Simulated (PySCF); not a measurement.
SiNH$_{5}$ClF, closed shell: a relaxation.

run.py

```python
import json, numpy as np
from pyscf import gto, scf, dft, mp, cc
EV, BOHR = 27.211386245988, 0.529177210903
mol = gto.M(atom="""
Si -0.702031 -0.443294 -0.246447
N 1.018879 -0.023321 -0.107126
H -0.799159 -1.507353 -1.242644
H -1.258039 -0.943768 1.031345
Cl -1.761549 1.116933 -1.060706
H 0.517744 0.929804 0.933655
F -0.070579 1.263348 1.394149
H 1.428024 0.364388 -0.946252
H 1.626709 -0.756636 0.243927
""", basis="def2-tzvp", charge=0, spin=0, max_memory=8670, verbose=0)
def mean_field(mol, dm=None):
    mf = dft.RKS(mol, xc="pbe0").density_fit()
    mf.conv_tol = 1e-9; mf.grids.level = 4
    mf.kernel(dm0=dm)
    if not mf.converged: mf = mf.newton().run(mf.mo_coeff, mf.mo_occ)
    assert mf.converged
    return mf
def d4(mol):
    from pyscf.dispersion.dftd4 import DFTD4Dispersion
    real = gto.M(atom=[(mol.atom_pure_symbol(i), mol.atom_coord(i)) for i in range(9)], unit='B', charge=mol.charge, spin=None, basis='def2-svp', verbose=0)
    r = DFTD4Dispersion(real, xc="pbe0", atm=True).get_dispersion(grad=True); return r["energy"], r["gradient"]
def energy_and_gradient(mol, dm=None):
    mf = mean_field(mol, dm); e, g = d4(mol)
    return mf, (mf.e_tot + e) * EV, (mf.nuc_grad_method().kernel()[:9] + g) * EV / BOHR
out = {}
# rational-function steps on a BFGS-updated Hessian; the first Hessian (eV/A^2) comes from GFN2-xTB
H = np.load("h0.npy"); x = mol.atom_coords(unit="A").ravel(); dm = old = None; trust = 0.2; steps = []
for it in range(90):
    mol.set_geom_(x.reshape(-1, 3), unit="A"); mf, e, g = energy_and_gradient(mol, dm); g = g.ravel(); dm = mf.make_rdm1()
    print(f"relax step {it + 1}: E = {e:.6f} eV, largest force component {abs(g).max():.4f} eV/A", flush=True); steps.append([e, x.reshape(-1, 3).tolist(), (-g).reshape(-1, 3).tolist()])
    if abs(g).max() < 0.008: out['converged'] = True; break
    if old is not None:
        s, z = x - old[0], g - old[1]
        if s @ z > 1e-8: H = H + np.outer(z, z) / (s @ z) - np.outer(H @ s, H @ s) / (s @ H @ s)
        trust = max(0.03, trust / 2) if e > old[2] + 1e-4 else min(0.35, trust * 1.3)
    w, V = np.linalg.eigh(H); w = np.maximum(abs(w), 0.08); f = V.T @ g; M = np.diag(np.append(w, 0.0)); M[-1, :-1] = M[:-1, -1] = f
    dx = V @ (-f / (w - np.linalg.eigvalsh(M)[0])); big = np.linalg.norm(dx.reshape(-1, 3), axis=1).max(); dx *= min(1, trust / big)
    old = (x, g, e); x = x + dx
out.update(energy=e, forces=steps[-1][2], positions=steps[-1][1], steps=steps)
out['s2'] = mf.spin_square()[0]; out['nelec'] = mol.nelec
print(f"Total energy {out['energy']:.6f} eV, <S^2> {out['s2']:.4f}")
json.dump(out, open("out.json", "w"), default=float)
```

Command:

```bash
OMP_NUM_THREADS=4 python run.py
```

It printed (PySCF 2.14):

```
relax step 1: E = -24680.773382 eV, largest force component 8.4726 eV/A
relax step 2: E = -24681.708202 eV, largest force component 2.5502 eV/A
relax step 3: E = -24681.876673 eV, largest force component 0.9415 eV/A
relax step 4: E = -24681.916496 eV, largest force component 0.4262 eV/A
relax step 5: E = -24681.846226 eV, largest force component 1.1754 eV/A
relax step 6: E = -24681.935783 eV, largest force component 0.6063 eV/A
relax step 7: E = -24681.947557 eV, largest force component 0.3642 eV/A
relax step 8: E = -24681.960126 eV, largest force component 0.2812 eV/A
relax step 9: E = -24681.981994 eV, largest force component 0.2503 eV/A
relax step 10: E = -24681.991077 eV, largest force component 0.4447 eV/A
relax step 11: E = -24682.003006 eV, largest force component 0.3597 eV/A
relax step 12: E = -24681.985951 eV, largest force component 0.6285 eV/A
relax step 13: E = -24682.005471 eV, largest force component 0.4656 eV/A
relax step 14: E = -24681.970573 eV, largest force component 1.4352 eV/A
relax step 15: E = -24682.014470 eV, largest force component 0.1380 eV/A
relax step 16: E = -24682.015849 eV, largest force component 0.1221 eV/A
relax step 17: E = -24682.017441 eV, largest force component 0.0762 eV/A
relax step 18: E = -24682.017735 eV, largest force component 0.0891 eV/A
relax step 19: E = -24682.018345 eV, largest force component 0.0473 eV/A
relax step 20: E = -24682.018654 eV, largest force component 0.0274 eV/A
relax step 21: E = -24682.018940 eV, largest force component 0.0235 eV/A
relax step 22: E = -24682.019059 eV, largest force component 0.0137 eV/A
relax step 23: E = -24682.019157 eV, largest force component 0.0210 eV/A
relax step 24: E = -24682.019316 eV, largest force component 0.0175 eV/A
relax step 25: E = -24682.019449 eV, largest force component 0.0137 eV/A
relax step 26: E = -24682.019545 eV, largest force component 0.0191 eV/A
relax step 27: E = -24682.019618 eV, largest force component 0.0136 eV/A
relax step 28: E = -24682.019686 eV, largest force component 0.0094 eV/A
relax step 29: E = -24682.019719 eV, largest force component 0.0133 eV/A
relax step 30: E = -24682.019739 eV, largest force component 0.0043 eV/A
Total energy -24682.019739 eV, <S^2> 0.0000
```

The run took 4.8 min on 4 CPU threads of an Arm Neoverse V2 (shared host), with 1.5 GiB of host memory at its peak.
